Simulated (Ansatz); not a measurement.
A structure relaxed at PBE-D4/def2-SVP in Ansatz, charge 1, doublet:

```xyz
6

Au   -1.880    0.331   -1.620
Au   -2.029   -0.313    1.041
Au    0.434    0.070   -0.210
Au    2.651   -0.200    1.163
Ag    0.345   -0.693    2.486
Ag    0.479    0.806   -2.860
```

**Question.** Give its formula.

**Answer.** Ag₂Au₄⁺.

**Question.** Summarise the bond lengths by kind (pairs closer than 1.2 times the sum of covalent radii, bridged metal pairs left out).

**Answer.** 5 × Ag–Au 2.70 to 2.80 Å; 4 × Au–Au 2.62 to 2.79 Å.

In the def2 sets Ag, Au take a core potential; there is no spin–orbit coupling. The relaxation made no stability test and no search for a lower SCF solution. No other spin state of charge 1 was run. Another isomer (doublet) lies 0.05 eV lower at PBE0-D4/def2-TZVP; other spin states weren't run for this one.
